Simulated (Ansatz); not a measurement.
Relaxation of CH$_{2}$ClFOSi (7 atoms, charge 0, multiplicity 1), to a largest force component of 0.02 eV/Å in at most 50 steps.

The calculation used RKS LDA/cc-pVDZ (Ansatz).

```xyz
7
Properties=species:S:1:pos:R:3:forces:R:3
F -1.126 -1.561 1.053 -0.79 -0.81 0.58
Si -0.329 -0.184 0.835 -1.10 1.06 0.84
O 0.978 -0.560 -0.081 3.86 -1.06 -0.90
C 0.206 0.204 -0.892 -2.90 -0.08 0.19
Cl 0.561 1.812 -1.345 0.98 1.14 -0.44
H 0.153 0.527 2.059 -0.30 -0.05 0.15
H -0.381 -0.306 -1.674 0.26 -0.20 -0.41
```

**Question.** Where does it end, and by what steps?

**Answer.** It converged. After 6 steps the energy has fallen by 0.514 eV; F1 moved furthest, 0.20 Å.

| step | energy less start (eV) | largest force component (eV/Å) | accepted |
| --- | --- | --- | --- |
| 0 | 0.0000 | 3.856 | yes |
| 1 | -0.3721 | 1.807 | yes |
| 2 | -0.4886 | 0.439 | yes |
| 3 | -0.5082 | 0.279 | yes |
| 4 | -0.5129 | 0.150 | yes |
| 5 | -0.5137 | 0.034 | yes |
| 6 | -0.5138 | 0.012 | yes |

```xyz
7
Properties=species:S:1:pos:R:3
F -1.147 -1.562 1.248
Si -0.242 -0.269 0.840
O 1.064 -0.591 -0.212
C 0.081 0.213 -0.887
Cl 0.640 1.845 -1.301
H 0.025 0.557 2.053
H -0.359 -0.262 -1.787
```

Run time: 11 s on 2 threads of Arm Neoverse V1, on a shared host, peak memory 0.17 GiB.
